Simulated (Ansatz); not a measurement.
Geometry optimisation, DFT PBE-D3(BJ), scalar-relativistic, plane waves, PAW (Ansatz 0.2.0).

The input (input.yaml):

```yaml
crystal:
  lattice:
    - [8.173302, 0.0, 0.0]
    - [0.0, 8.173302, 0.0]
    - [0.0, 0.0, 8.173302]
  atoms:
    - { symbol: S, position: [0.2823274, 0.1474209, 0.1639841] }
    - { symbol: C, position: [0.0918754, 0.1544432, 0.1513159] }
    - { symbol: S, position: [-0.0985766, 0.1614656, 0.1386477] }
    - { symbol: S, position: [0.2477302, 0.4380483, 0.528628] }
    - { symbol: C, position: [0.4146832, 0.4403561, 0.621381] }
    - { symbol: S, position: [0.5816363, 0.4426639, 0.714134] }
    - { symbol: S, position: [-0.0007047, 0.9828623, 0.5455684] }
    - { symbol: C, position: [0.059847, 0.8738768, 0.4008707] }
    - { symbol: S, position: [0.1203987, 0.7648912, 0.2561731] }
    - { symbol: C, position: [0.5699361, 0.6849507, 0.1760599] }
    - { symbol: C, position: [0.6177355, 0.8245181, 0.1059642] }
    - { symbol: H, position: [0.5449049, 0.6772259, 0.3061723] }
    - { symbol: H, position: [0.5541333, 0.5734457, 0.1058289] }
    - { symbol: H, position: [0.6335383, 0.9360231, 0.1761952] }
    - { symbol: H, position: [0.6427667, 0.8322429, -0.0241482] }
    - { symbol: C, position: [0.9278806, 0.603627, 0.8807015] }
    - { symbol: C, position: [0.9540233, 0.5000403, 0.7571554] }
    - { symbol: H, position: [0.8592935, 0.716045, 0.8641642] }
    - { symbol: H, position: [0.9741346, 0.5797011, 1.0027818] }
    - { symbol: H, position: [0.9077694, 0.5239663, 0.6350751] }
    - { symbol: H, position: [1.0226104, 0.3876224, 0.7736927] }
    - { symbol: C, position: [0.4308395, 0.9775892, 0.7700677] }
    - { symbol: C, position: [0.4302617, 0.9772568, 0.6067373] }
    - { symbol: H, position: [0.4311482, 1.090639, 0.8396027] }
    - { symbol: H, position: [0.4310243, 0.8648233, 0.8400627] }
    - { symbol: H, position: [0.4300769, 1.0900227, 0.5367423] }
    - { symbol: H, position: [0.429953, 0.864207, 0.5372023] }
basis:
  ecutwfc: 420.0
kpoints:
  mp_grid: { grid: [1, 1, 1] }
hamiltonian:
  xc: pbe
  dispersion: d3bj
scf:
  occupations: { method: fermi_dirac, width: 0.02 }
  lower_state_search: "off"
relax:
  f_tol: 0.3
  max_steps: 15
  adjacent_minimum: "off"
output:
  write_density: true
  write_potential: true
  elf: true
  volumetric_format: npy
```

Command:

```bash
$ ansatz run input.yaml --threads 1 --pin off --max-ram 3072MiB --backend cpu --events-out ev --progress --plain --runs-dir out
```

Q: Where does it end, and by what steps?

A: The forces met the threshold. The threshold is loose, so the end isn't yet a minimum. The force dipped under the threshold on the way, but the program's further checks kept it going. Limits of this set-up: coarse k mesh. After 14 steps the energy has fallen by 0.640 eV; S3 moved furthest, 1.65 Å.

| step | energy less start (eV) | largest force component (eV/Å) | accepted |
| --- | --- | --- | --- |
| 0 | 0.0000 | 0.471 | yes |
| 1 | -0.1891 | 0.444 | yes |
| 2 | -0.2817 | 0.532 | yes |
| 3 | -0.3601 | 0.169 | yes |
| 4 | -0.3601 | 0.168 | yes |
| 5 | -0.4106 | 0.339 | yes |
| 6 | -0.4446 | 0.584 | yes |
| 7 | -0.4721 | 0.574 | yes |
| 8 | -0.5109 | 0.319 | yes |
| 9 | -0.5332 | 0.484 | yes |
| 10 | -0.5631 | 0.673 | yes |
| 11 | -0.5905 | 0.437 | yes |
| 12 | -0.6184 | 0.227 | yes |
| 13 | -0.6297 | 0.330 | yes |
| 14 | -0.6405 | 0.186 | yes |

```xyz
27
Lattice="8.1733 0.0000 0.0000 0.0000 8.1733 0.0000 0.0000 0.0000 8.1733" Properties=species:S:1:pos:R:3
S 1.495 1.235 0.922
C 0.090 1.404 0.255
S -1.317 1.569 -0.412
S 2.454 2.529 4.352
C 3.680 3.179 5.069
S 4.914 3.834 5.772
S -0.712 8.109 4.206
C 0.070 6.961 3.491
S 0.862 5.815 2.787
C 4.726 5.345 1.542
C 4.911 6.613 1.176
H 4.745 5.040 2.590
H 4.557 4.559 0.803
H 5.088 7.400 1.912
H 4.903 6.913 0.126
C 8.013 5.986 7.399
C 8.325 4.958 6.602
H 7.804 6.982 6.994
H 7.948 5.880 8.489
H 8.386 5.070 5.514
H 8.534 3.959 7.002
C 3.207 7.618 6.093
C 3.730 7.272 4.918
H 3.297 8.635 6.481
H 2.656 6.907 6.711
H 4.269 7.986 4.292
H 3.635 6.261 4.524
```

Whether the end is a true minimum wasn't checked by a vibrational analysis.

Run time: 55 s on 1 thread of Arm Neoverse V1, with other jobs on the host, peak memory 0.53 GiB.
